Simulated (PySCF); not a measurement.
# Dipole moment and polarisability of `C=C(C)C(C#N)(C#N)C#N`

Compound: C₇H₅N₃.
Atom-mapped SMILES: `[CH2:1]=[C:2]([CH3:3])[C:4]([C:5]#[N:6])([C:7]#[N:8])[C:9]#[N:10]` (hydrogens: H11, H12 on C1; H13, H14, H15 on C3)

Geometry (GFN2-xTB, Å), atoms numbered from 1 in this order:
```xyz
15
C7H5N3 angstrom
C      1.2361    0.5159   -1.2663
C      0.6246    0.0485   -0.1931
C      1.3102   -0.5588    0.9873
C     -0.9068    0.0938   -0.0664
C     -1.2805    0.8753    1.1078
N     -1.5526    1.4936    2.0264
C     -1.4262   -1.2608    0.0896
N     -1.8127   -2.3272    0.2055
C     -1.5665    0.6895   -1.2214
N     -2.0941    1.1539   -2.1193
H      0.7116    0.9483   -2.1016
H      2.3090    0.4783   -1.3418
H      0.9736   -1.5850    1.1415
H      1.0841    0.0039    1.8941
H      2.3859   -0.5614    0.8358
```

Level: PBE0/def2-SVPD (PySCF), static field, nuclei fixed, core orbitals frozen in the response. The polarisability tensor in these axes (au):

```
x   86.17  0.76 -2.44
y    0.76 83.44 -6.17
z   -2.44 -6.17 93.89
```

Q: Diagonalise the tensor; give its mean and Δα, where Δα² is half the sum of the squared differences of the eigenvalues.

A: Principal values 80.56, 85.61 and 97.33 au; mean 87.83 au = 13.02 Å³ = 14.48 × 10⁻⁴⁰ C²·m²/J; Δα = 14.90 au (17 % of the mean).

Q: What is the dipole moment, and where does it point?

A: (4.48, -0.16, -0.30) D, 4.50 D in size, pointing from the negative to the positive side. Measured along this direction, the outermost atoms are N10 at the negative end and H12 and H15 at the positive end.

Q: Rayleigh depolarisation ratio (linearly polarised light, static tensor)?

A: ρ = 3Δα²/(45ᾱ² + 4Δα²) = 665.7/(347157 + 887.5) = 0.00191.

Q: In TDDFT the mean static polarisability is Σ f/ω² over all singlet excitations (ω in hartree). How much of it do the 6 lowest give? Their energies (eV) and oscillator strengths: 6.53, 0.0016; 6.79, 0.0374; 6.81, 0.0020; 7.29, 0.2942; 7.59, 0.0001; 7.59, 0.0000.

A: They add up to 4.76 au, 5.4 % of the 87.83 au; the largest single term is 4.10 au, from the state at 7.29 eV. Terms in order: 0.03, 0.60, 0.03, 4.10, 0.00, 0.00 au. Higher excitations give the rest. The strengths listed sum to 0.335.

Q: What would n − 1 = 2πNα be for an ideal gas of these molecules at 298.15 K and 1 atm, electronic part alone?

A: N = p/kT = 2.4615 × 10¹⁹ cm⁻³, so n − 1 = 2π × N × 13.02 × 10⁻²⁴ cm³ = 2013 × 10⁻⁶ at long wavelengths.

Q: Estimate the molar refractivity from the static electronic polarisability.

A: Lorentz–Lorenz: R = (4π/3)N_A α = 2.5225 cm³/(mol·Å³) × 13.02 Å³ = 32.8 cm³/mol, in the limit of long wavelengths.

The structure is a single GFN2-xTB conformer in the gas phase; no vibrational or solvent corrections.
